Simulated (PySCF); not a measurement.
Spinor energies of In²²⁺ (indium, charge +22)

Start: [Ar] 3d9; 3d3/2 filled at m_j = -3/2, -1/2, +1/2, +3/2; 3d5/2 filled at m_j = -3/2, -1/2, +1/2, +3/2, +5/2. Calculated with PySCF 2.14 in an uncontracted even-tempered set (17 s from 2.7 bohr⁻², ratio 2.8; 12 p from 3.5 bohr⁻², ratio 2.8; 8 d from 3.5 bohr⁻², ratio 2.8; 3 f from 16 bohr⁻², ratio 3): generalised Hartree-Fock with the X2C-1e Hamiltonian and a Gaussian nucleus; one run each with spin-orbit coupling (SO) switched off, then screened by Boettger's factors.

```tsv
spinor shell	electrons	ε, spin-free (eV)	ε, screened SO (eV)	weight of nominal j (screened SO)	rms radius, screened SO (bohr)
1s1/2	2	-28791.1	-28788.8	1.000	0.0340
2s1/2	2	-4987.0	-4986.2	1.000	0.139
2p1/2	2	-4542.7	-4690.6	1.000	0.120
2p3/2	4	-4542.7	-4474.7	1.000	0.125
3s1/2	2	-1492.8	-1492.6	1.000	0.364
3p1/2	2	-1343.3	-1374.3	0.997	0.355
3p3/2	4	-1343.3	-1329.0	0.998	0.366
3d3/2	4	-1121.2	-1127.0	0.968	0.334
3d5/2	5	-1121.2	-1117.0	0.974	0.337
```

```tsv
quantity	spin-free	screened SO
E (hartree)	-5649.43319	-5650.82119
M_J	5/2	5/2
⟨J²⟩	8.750	8.750
⟨L²⟩	6.000	6.011
⟨S²⟩	0.750	0.760
```

Each row is a mean over spinors that exchange with the open shell spreads, by up to 16.669 eV (3p3/2).

Breit and QED terms are absent; they matter most for the inner s and p1/2 levels.

Densities and radii are taken from the X2C orbitals without a picture-change correction, which distorts them close to the nucleus.

Without spin-orbit coupling the j labels of p, d and f shells carry no meaning; the spin-free column gives the mean over the occupied spinors of each nl shell.
